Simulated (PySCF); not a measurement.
**How methods differ on the ionisation energy of Sm⁵⁰⁺**

Sm⁵⁰⁺ [Ne] 3s2 → Sm⁵¹⁺ [Ne] 3s1 [3s1/2^1, M_J = 1/2], as a difference of total energies. Calculation: PySCF 2.14, in an uncontracted even-tempered set (18 s from 13 bohr⁻², ratio 2.4; 14 p from 17 bohr⁻², ratio 2.4; 4 d from 56 bohr⁻², ratio 2.6; 4 f from 84 bohr⁻², ratio 2.6); the two-component X2C-1e Hamiltonian. Correlated levels: 1s2 frozen; the 54 highest virtual spinors dropped. "Screened" scales the spin-orbit matrix elements by Boettger's factors to mimic the two-electron term; Breit and QED terms are absent.

```
                    method  ionisation energy (eV)
           GHF (spin-free)                  4551.3
 GHF (screened spin-orbit)                  4551.1
GMP2 (screened spin-orbit)                  4554.7
```

Q: How much does correlation contribute at GMP2 (screened spin-orbit)?

A: 4554.7 − (4551.1) = 3.6 eV, measured against GHF (screened spin-orbit).

Breit and QED terms and the two-electron picture change are absent.

For comparison: 4548 ± 4 eV (theoretical estimate listed by NIST; NIST Atomic Spectra Database, ionization energies).
